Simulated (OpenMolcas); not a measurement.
## Os4+: moving or changing the point charges

Os4+ among 5 point charges of -2 e arranged as a trigonal bipyramid (D3h), 1.87 Å from the ion, with the axial distance 2.113 Å.
```
   1.8700    0.0000    0.0000  -2.00
  -0.9350    1.6195    0.0000  -2.00
  -0.9350   -1.6195    0.0000  -2.00
   0.0000    0.0000    2.1131  -2.00
   0.0000    0.0000   -2.1131  -2.00
```

```
Program             : OpenMolcas 26.06
Method              : SS-CASPT2, IPEA 0.25 Eh, imaginary shift 0.1 Eh (closed shells correlated: 4f 5s 5p)
Basis               : ANO-RCC-VDZP [7s6p4d2f1g]
Scalar Hamiltonian  : DKH2, point nucleus
Active space        : 4 electrons in 5 orbitals (5d)
State averaging     : 2S+1 = 5 even, 5 roots; 2S+1 = 3 even, 45 roots; 2S+1 = 1 even, 50 roots
Spin-orbit coupling : state interaction with AMFI integrals over the reference wave functions
```

Runs around this geometry, states (labels of D3, the rotations of D3h). Energies in cm-1 above the lowest state or level, χT in cm3 K/mol.

| R (Å) | q (e) | Axial / equatorial distance | Ground state | First state of that spin | First gap with spin-orbit (degeneracies) | χT at 300 K | First state of another spin |
| --- | --- | --- | --- | --- | --- | --- | --- |
| 1.87 | -1.6 | 1.13 | 5A1 | 5E 3870 | 4410 (1, 2) | 0.067 | 3A2 14640 |
| 1.72 | -2 | 1.13 | 5A1 | 5E 8870 | 3280 (1, 2) | 0.130 | 3A2 12750 |
| 1.87 | -2 | 1.13 | 5A1 | 5E 5270 | 4080 (1, 2) | 0.080 | 3A2 14010 |
| 2.09 | -2 | 1.13 | 5A1 | 5E 2590 | 4620 (1, 2) | 0.059 | 3A2 15390 |
| 1.87 | -2 | 1.22 | 5A1 | 5E 92 | 3820 (1, 1) | 0.065 | 3E 11900 |

Taking the first state of the same spin as R^-n, n = -ln(2590 / 8870) / ln(2.09 / 1.72) = 6.3 between the shortest and longest distance.

Scaling the charges by -1.6 / -2 = 0.80 scales the first state of the same spin by 3870 / 5270 = 0.73; with fixed orbitals a first-order splitting would follow the charge.

Roots that are degenerate in the reference are averaged as groups; the widest CASPT2 spread within a group is 150 cm-1 (the 2-fold group of multiplicity 5 near 8870 cm-1 above the lowest state of its run, R = 1.72, q = -2, ratio = 1.13). Shifts and gaps below about the spread of the groups concerned are not significant. Point charges give a weaker field than real ligands, and real ions of this kind are as a rule low spin; the high spin found here belongs to the model. Free-ion shares, where given, are those of the reference states; single-state CASPT2 does not remix them. Spin-orbit coupling mixes the spin-free states strongly: the lowest level takes only 24 % from its leading state, 5A1 (figures for R = 1.87, q = -1.6, ratio = 1.13; the like holds for R = 1.72, q = -2, ratio = 1.13, R = 1.87, q = -2, ratio = 1.13, R = 2.09, q = -2, ratio = 1.13, R = 1.87, q = -2, ratio = 1.22). This shell can be high or low spin here, a state of another spin lies low, and with metal d orbitals alone active their balance is uncertain, so the ground spin may be wrong (holds for R = 1.87, q = -1.6, ratio = 1.13; R = 1.72, q = -2, ratio = 1.13; R = 1.87, q = -2, ratio = 1.13; R = 1.87, q = -2, ratio = 1.22). This is an electrostatic model: the charges have no orbitals. No measured value stands beside these numbers.
